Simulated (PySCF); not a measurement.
CH10NSi3 (doublet state).
Geometry (GFN2-xTB, Å), atoms numbered from 1 in this order:
```
atom  x, y, z in Å
N1    -1.3708    0.0095    1.6199
Si2   -2.0343   -0.2146    0.0495
Si3   -0.2432   -0.9108   -1.2740
C4     1.0996    0.3362   -1.1382
Si5    2.3059    0.5499    0.2574
H6    -0.4736    0.4548    1.7235
H7    -1.9718    0.2626    2.3871
H8    -3.0891   -1.2144    0.2483
H9    -2.6974    0.9801   -0.5110
H10    0.2162   -2.2393   -0.8489
H11   -0.7133   -1.0319   -2.6641
H12    1.0593    1.1586   -1.8434
H13    1.7771    1.4644    1.2944
H14    3.5589    1.1396   -0.2270
H15    2.5718   -0.7368    0.9046
```

The hyperfine couplings belong to this conformer and change with its torsions.

The species is `N[SiH2][SiH2][CH][SiH3]` [radical].

Computed, not measured: UKS B3LYP, pcH-1 on C H N Si, non-relativistic, mean-field spin-orbit, GIAO in PySCF. One conformer (not necessarily the lowest) at the GFN2-xTB geometry, without solvent, vibrations or thermal averaging. The geometry wasn't refined by DFT: couplings that depend on bond lengths, twists or pyramidal angles can differ widely from those at the functional's own minimum. No stability test was run, so a lower SCF solution isn't excluded.

The largest Mulliken spin populations are on C4 (+0.95) and Si2 (+0.07). No atom but C4 exceeds +0.15. The angles at C4 add up to 358.7°, so it is planar; its axial dipolar tensor and the negative coupling of its proton fit spin in a p orbital normal to that plane.

(1) McConnell's relation a(H) = Q·ρ ties the coupling of a proton on a planar π carbon to the spin population of that carbon. What Q do the computed values give?

## Answers

(1) 
```
  H   C    ρ(C)  a(H) (G)  a/ρ (G)
H12  C4  +0.952    -17.97    -18.9
```

One proton gives one ratio, Q = -18.9 G, and no test of linearity.

Couplings in gauss use g_iso = 2.0027.

Time: 45 s. Hardware: x86-64 server, one thread, no GPU, shared host.
